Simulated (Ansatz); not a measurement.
```yaml
crystal:
  periodic: [false, false, false]
  atoms:
    - {symbol: C, position_ang: [-0.008605, -2.416584, 0.034619]}
    - {symbol: C, position_ang: [0.080212, -0.975763, 0.008994]}
    - {symbol: N, position_ang: [0.151752, 0.166745, -0.011370]}
    - {symbol: Ag, position_ang: [0.270714, 2.258203, -0.047999]}
    - {symbol: S, position_ang: [0.460130, 4.546460, -0.092308]}
    - {symbol: H, position_ang: [-0.580699, -2.735987, 0.907047]}
    - {symbol: H, position_ang: [0.993046, -2.846048, 0.086498]}
    - {symbol: H, position_ang: [-0.504552, -2.772553, -0.869689]}
    - {symbol: H, position_ang: [-0.862009, 4.775517, -0.015802]}
basis:
  gaussian: {orbitals: ANO-RCC-VTZP, fitting: {mean_field: cc-pVTZ-jkfit}}
hamiltonian: {xc: {name: HSE06}, dispersion: d4}
```

```sh
$ ansatz run in.yaml --threads 4 --pin off --events-out ev --progress --plain --max-ram 10444MiB
```

(1) How does Ansatz answer? (Best estimate.)

Answers

(1) The calculation gave: The input was rejected before any iteration.
```
Functional definition: HSE06
Error: <dir> the basis set cc-pVTZ-JKFIT has no functions for Ag
```

HSE06 is defined as in plane-wave codes.
